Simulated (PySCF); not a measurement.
Isomers of C5H8F3OP. Computed with PBE0-D3(BJ)/def2-SVP geometry optimisation, gas phase (PySCF 2.14.0). Energies are electronic, without zero-point or thermal terms, for one conformer each. No frequencies were run at this level. Point groups hold within 0.08 Å.

Problem. Order them by energy at this level, lowest first, and give relative energies in kcal/mol.
A. `[CH3:1][O:2][CH2:3][P:4]([CH3:5])[C:6]([F:7])=[C:8]([F:9])[F:10]` with C1–O2–C3–P4 -171°, O2–C3–P4–C5 -48°, C3–P4–C6–F7 -156°
B. `[CH3:1][CH2:2][P@:3]([CH3:4])(=[O:5])[C:6]([F:7])=[C:8]([F:9])[F:10]` with C1–C2–P3–C4 -56°, C2–P3–C6–F7 -73°
C. `[O:1]=[P@@H:2]1[CH2:3][CH2:4][C@H:5]([C:6]([F:7])([F:8])[F:9])[CH2:10]1` with O1–P2–C3–C4 -109°, P2–C3–C4–C5 -38°, C3–C4–C5–C6 173°, C4–C5–C10–P2 -36°

Solution. C (0.0), B (40.1), A (71.9).

As drawn, the lowest has a P=O bond, which the highest lacks; the highest has a C=C bond outside aromatic rings, which the lowest lacks.

```json
{"SMILES": "O=[P@@H]1CC[C@H](C(F)(F)F)C1", "E (Eh)": "-910.25391", "E rel (kcal/mol)": "0.0", "dipole (D)": "3.50", "point group": "C1", "A, B, C (MHz)": "2449, 646.8, 592.5"}
{"SMILES": "CC[P@](C)(=O)C(F)=C(F)F", "E (Eh)": "-910.19004", "E rel (kcal/mol)": "40.1", "dipole (D)": "3.48", "point group": "C1", "A, B, C (MHz)": "1537, 838.3, 714.6"}
{"SMILES": "COCP(C)C(F)=C(F)F", "E (Eh)": "-910.13935", "E rel (kcal/mol)": "71.9", "dipole (D)": "2.75", "point group": "C1", "A, B, C (MHz)": "1279, 1003, 655.7"}
```

Problem. How do the relative energies change in single points at PBE0/pcSseg-1 (no added dispersion term) on the same geometries?

Solution. 
| SMILES | PBE0-D3(BJ)/def2-SVP (kcal/mol) | PBE0/pcSseg-1 (kcal/mol) | shift |
| --- | --- | --- | --- |
| O=[P@@H]1CC[C@H](C(F)(F)F)C1 | 0.0 | 0.0 | 0.0 |
| CC[P@](C)(=O)C(F)=C(F)F | 40.1 | 38.3 | -1.8 |
| COCP(C)C(F)=C(F)F | 71.9 | 72.6 | +0.7 |

Each column counts from its own lowest isomer. The order is unchanged; the largest shift is 1.8 kcal/mol.
